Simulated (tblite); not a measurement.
Cl$_{2}$Mg, triplet, geometry from GFN2-xTB (such geometries of metal compounds can be far from the true shape) (a higher spin typed on purpose: for a closed-shell molecule this is an excited state); tblite 0.6.0 with GFN1-xTB.

The tblite input:
```
$ tblite run mol.xyz --method gfn1 --charge 0 --spin 2 --grad --json tblite.json --no-restart

# file mol.xyz
3

Mg     0.00000000     0.00000000     0.00000000
Cl     0.00000000     0.00000000     2.37515771
Cl    -0.00000000    -0.00000000    -2.37515771
```

Output, abridged:

```
xTB calculator
 | screened Coulomb repulsion
 | Coulomb electrostatics
 |  * isotropic Klopman-Ohno-Mataga-Nishimoto electrostatics
 |  * onsite third-order electrostatics
 | DFT-D3(BJ) dispersion correction

halogen bonding energy    0.0000000000000E+00 Eh
repulsion energy          3.2903783030691E-03 Eh
dispersion energy        -8.0425699581969E-04 Eh
number of electrons       1.6000000000000E+01 e
integral cutoff           4.0000000000000E+01 bohr

------------------------------------------------------------
  cycle        total energy    energy error   density error
------------------------------------------------------------
      1     -9.148898910983  -9.1513850E+00   3.6595483E-01
      2     -9.162252588811  -1.3353678E-02   1.9182425E-01
      3     -9.162778399246  -5.2581044E-04   4.6094735E-02
      4     -9.163023436829  -2.4503758E-04   2.6958673E-02
      5     -9.163449883821  -4.2644699E-04   1.5047047E-03
      6     -9.163451124963  -1.2411418E-06   3.2884361E-04
      7     -9.163451179742  -5.4779196E-08   4.4093228E-05
      8     -9.163451180853  -1.1109087E-09   1.4765894E-06
------------------------------------------------------------

electronic energy        -9.1659373021601E+00 Eh
total energy             -9.1634511808528E+00 Eh

Post processing:
 | Mayer-Wiberg bond orders

[Info] Tight-binding results written to 'tblite.txt'
[Info] JSON dump of results written to 'tblite.json'
```
